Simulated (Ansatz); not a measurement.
Molecule: C₅H₇ (charge -1, singlet). It need not be the lowest isomer of its formula. Whether it binds its extra electron was not tested at this geometry. 
Geometry from a B3LYP-D3(BJ)/def2-TZVP (Ansatz, a program for electronic structure) optimisation:
SMILES: C(=[C-]/C=C)/C
```xyz
12

C      2.0112    -0.1412     0.7167
C      1.1588    -0.3353    -0.3379
C      0.1323     0.4697    -0.8667
C     -1.1529     0.5384    -0.5270
C     -1.8507    -0.2753     0.5529
H      2.8527    -0.8035     0.8874
H      1.9277     0.7297     1.3585
H      1.3701    -1.2255    -0.9435
H     -1.8304     1.2295    -1.0468
H     -2.3652     0.3623     1.2875
H     -2.6212    -0.9421     0.1359
H     -1.1258    -0.8888     1.0924
```
Charge -1, spin multiplicity 1.

Parts of the frozen-core correlation energy in cc-pVTZ (Ansatz, hartree). Frozen orbitals: 5; correlated occupied orbitals by spin: 14 and 14; virtual: 229 and 229. Spin-orbit coupling is left out. Non-relativistic.

```tsv
term	value
reference (HF)	-193.35702
MP2 opposite-spin	-0.64368
MP2 same-spin	-0.19710
CCSD correlation	-0.87878
(T)	-0.04352
T1 diagnostic	0.016
largest doubles amplitude	0.076
```
